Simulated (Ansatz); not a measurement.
Reaction (β-hydride elimination): `CNBF` → `BF` + `C=N`

Program: Ansatz. Geometries: PBE0-D4/def2-TZVP. ΔE: electronic, gas phase. CBS: def2 TZ/QZ extrapolation, frozen cores. Functionals use def2-TZVPP. Each species was taken in one conformer, which may not be the lowest.

`CNBF`:

Cartesian coordinates in Å:
```
C -0.419 0.011 -1.075
N -0.286 0.275 0.337
B 0.726 -0.194 1.163
F 0.716 0.137 2.461
H -0.390 0.933 -1.664
H 0.407 -0.621 -1.400
H -1.353 -0.511 -1.303
H -1.008 0.856 0.736
H 1.608 -0.887 0.745
```

`BF`:

```xyz
4

B    -0.018    0.027    0.038
F     0.464   -0.686   -0.959
H     0.633    0.952    0.430
H    -1.079   -0.293    0.491
```

`C=N`:

Z-matrix (Å, degrees):
```
C
N 1 1.261
H 1 1.096 2 124.9
H 1 1.092 2 118.8 3 -180.0
H 2 1.021 1 111.0 3 -0.0
```

| level | ΔE (kJ/mol) |
| --- | --- |
| BLYP-D4 | 251.0 |
| PBE-QIDH | 288.1 |
| r2SCANh | 284.0 |
| SCS-MP2/def2-QZVPP | 261.4 |

(1) What does CCSD(T)/CBS give? (An estimate is asked.)

(2) What do rigid-rotor, harmonic-oscillator terms from PBE0-D4/def2-TZVP frequencies (298.15 K, 1 bar) make of the CCSD(T)/CBS value? (Best estimate.)

Largest T1 diagnostic among the species: 0.013.

Answers

(1) Computed: +268.5 kJ/mol. The listed levels differ from it by -17.5, 19.6, 15.5, -7.1 kJ/mol.

(2) Computed: ΔZPE = -22.5 kJ/mol, ΔH = +250.7 kJ/mol, ΔS = 159 J/(mol·K), ΔG = +203.4 kJ/mol.

Leaving LDA and LC-ωPBE aside and taking each functional with its dispersion term where it has one, the values, not all of them listed here, spread over 40.0 kJ/mol, from BLYP-D4 to r2SCAN0-D4. LDA lies +59.5 kJ/mol from PBE without D4. From PBE to PBE0 (25 % exact exchange), in def2-TZVPP and without D4, ΔE moves by +12.3 kJ/mol.
